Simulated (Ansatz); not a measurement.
Isolated molecules relaxed with PBE0-D4/def2-TZVP in Ansatz; ΔE leaves out vibrations. CCSD(T)/CBS adds triple-zeta CCSD(T) − MP2 to the extrapolated MP2 energy (def2 sets, frozen cores). This one scheme is used for every species. DFT in def2-TZVPP. For Ge, Se outer-core shells are correlated without core-valence functions, which leaves a few kJ/mol of doubt a bond. Scalar relativity is left out up to krypton. Each species was taken in one conformer, which may not be the lowest.

`[GeH3][CH]=[Se]` + `N=C=S` → `S=C=[N][GeH3]` + `C=[Se]`  (ligand exchange at a Ge–C bond)

`[GeH3][CH]=[Se]`:

Z-matrix (Å, degrees):
```
Ge
C 1 1.953
H 1 1.539 2 108.9
H 1 1.530 2 108.8 3 121.3
H 1 1.539 2 108.6 3 -117.8
Se 2 1.750 1 124.7 3 -123.8
H 2 1.091 1 117.4 3 56.3
```

`N=C=S`:

```xyz
4

N     0.368    0.739    0.099
C    -0.095   -0.310   -0.245
S    -0.645   -1.651   -0.831
H     0.372    1.223    0.978
```

`S=C=[N][GeH3]`:

Cartesian coordinates in Å:
```
S -2.015 -2.183 -1.616
C -1.017 -1.121 -1.024
N -0.252 -0.311 -0.614
Ge 0.656 0.716 0.597
H 1.199 -0.228 1.674
H 1.777 1.402 -0.185
H -0.346 1.726 1.167
```

`C=[Se]`:

```xyz
4

C    -0.131   -0.070    0.001
Se    1.402    0.753   -0.016
H    -0.757   -0.134   -0.885
H    -0.514   -0.549    0.900
```

```json
{"species": "`[GeH3][CH]=[Se]`", "PBE0 energy (Eh)": "-4518.43419"}
{"species": "`N=C=S`", "PBE0 energy (Eh)": "-491.44007"}
{"species": "`S=C=[N][GeH3]`", "PBE0 energy (Eh)": "-2569.39769"}
{"species": "`C=[Se]`", "PBE0 energy (Eh)": "-2440.49745"}
```

Problem. Work out ΔE.

Solution. ΔE = (-2569.39769) + (-2440.49745) − (-4518.43419) − (-491.44007) = -0.02088 Eh = -54.8 kJ/mol. CCSD(T)/CBS gives -58.6 kJ/mol.

Largest T1 diagnostic among the species: 0.019.

At CCSD(T), def2-SVP lies −6.9 kJ/mol from the extrapolated value and def2-TZVPP −2.8 kJ/mol. From BLYP to BHLYP (50 % exact exchange), in def2-TZVPP and without D4, ΔE moves by −16.7 kJ/mol.
